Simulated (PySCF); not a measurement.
AlH6O2Si2, SMILES [SiH3][O][Al+][O][SiH3], charge +1.

The structure is a stationary point at PBE0-D3(BJ)/def2-SVP. The multiplicity is an assumed one; no other spin state was optimised. The isomer is the one that the SMILES or the coordinates give; other isomers of the formula were not compared. One conformer was computed; it need not be the lowest.

These are TDDFT-PBE/def2-SVPD (PySCF) values and carry that method's errors.

Vertical excitations; the highest root listed may be one member of a degenerate set.  State labels are in the subgroup C2.

**Question.** Give excitation energies, oscillator strengths and character. (An estimate is asked for; the answer gives what the named calculation found.)

**Answer.** 
```json
[
 {"state": "S1", "symmetry": "A", "energy (eV)": "3.41", "λ (nm)": "363", "f": "0.000", "main pairs": "HOMO→LUMO (degenerate set)"},
 {"state": "S2", "symmetry": "B", "energy (eV)": "3.41", "λ (nm)": "363", "f": "0.000", "main pairs": "HOMO−1→LUMO (degenerate set)"},
 {"state": "S3", "symmetry": "B", "energy (eV)": "3.54", "λ (nm)": "350", "f": "0.009", "main pairs": "HOMO−2→LUMO (degenerate set)"},
 {"state": "S4", "symmetry": "A", "energy (eV)": "3.54", "λ (nm)": "350", "f": "0.009", "main pairs": "HOMO−3→LUMO (degenerate set)"},
 {"state": "S5", "symmetry": "A", "energy (eV)": "5.65", "λ (nm)": "220", "f": "0.000", "main pairs": "HOMO−4→LUMO (degenerate set)"},
 {"state": "S6", "symmetry": "B", "energy (eV)": "5.65", "λ (nm)": "220", "f": "0.000", "main pairs": "HOMO−5→LUMO (degenerate set)"},
 {"state": "S7", "symmetry": "B", "energy (eV)": "5.98", "λ (nm)": "207", "f": "0.034", "main pairs": "HOMO−6→LUMO (degenerate set)"},
 {"state": "S8", "symmetry": "A", "energy (eV)": "5.98", "λ (nm)": "207", "f": "0.034", "main pairs": "HOMO−7→LUMO (degenerate set)"},
 {"state": "S9", "symmetry": "A", "energy (eV)": "6.05", "λ (nm)": "205", "f": "0.000", "main pairs": "HOMO−1→LUMO+1 50 %, HOMO→LUMO+2 50 %"},
 {"state": "S10", "symmetry": "A", "energy (eV)": "6.07", "λ (nm)": "204", "f": "0.002", "main pairs": "HOMO→LUMO+2 50 %, HOMO−1→LUMO+1 50 %"},
 {"state": "T1", "symmetry": "A", "energy (eV)": "3.31", "λ (nm)": "374", "f": "0", "main pairs": "HOMO→LUMO (degenerate set)"},
 {"state": "T2", "symmetry": "B", "energy (eV)": "3.31", "λ (nm)": "374", "f": "0", "main pairs": "HOMO−1→LUMO (degenerate set)"},
 {"state": "T3", "symmetry": "B", "energy (eV)": "3.38", "λ (nm)": "366", "f": "0", "main pairs": "HOMO−2→LUMO (degenerate set)"},
 {"state": "T4", "symmetry": "A", "energy (eV)": "3.38", "λ (nm)": "366", "f": "0", "main pairs": "HOMO−3→LUMO (degenerate set)"}
]
```
Triplets are in the Tamm–Dancoff approximation, which puts them higher than full response would, so one can lie above its singlet here.
